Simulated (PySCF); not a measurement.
## One molecule, a ladder of functionals, a line

Molecule: `C[NH2+][BH2-]C#N`, C2H7BN2.

Atom-mapped SMILES (the numbers label the heavy atoms): `[CH3:1][NH2+:2][BH2-:3][C:4]#[N:5]`. Hydrogens are named by the atom that carries them.

GIAO shieldings (ppm, equivalent atoms averaged) in PySCF 2.14.0 with density-fitted response routines on the PBE0-D3(BJ)/def2-SVP geometry, basis pcSseg-2, gas phase, non-relativistic:

```tsv
functional	exact exchange (%)	σ(C1)	σ(N2)	σ(B3)
BLYP	0	140.0	200.4	117.7
BP86	0	144.3	207.3	120.8
PBE	0	144.8	206.8	120.7
B3LYP	20	144.8	208.4	121.3
PBE0	25	150.1	215.8	124.9
mPW1PW91	25	149.4	215.2	124.6
HF	100	159.6	229.2	133.4
```

(1) Fit each shielding as a line in the percentage of exact exchange.

(2) What does the line predict for BHandHLYP (50 %), and what does the run give?

## Answers

(1) σ(C1) = 143.5 + 0.17 x (rms 2.0 ppm); σ(N2) = 205.9 + 0.25 x (rms 3.0 ppm); σ(B3) = 120.0 + 0.14 x (rms 1.3 ppm). The functionals also differ in their semilocal parts, which the line can't hold; Hartree–Fock has no correlation at all.

(2) σ(C1): 152.0 predicted, 150.7 computed; σ(N2): 218.4 predicted, 217.6 computed; σ(B3): 127.0 predicted, 125.9 computed ppm.
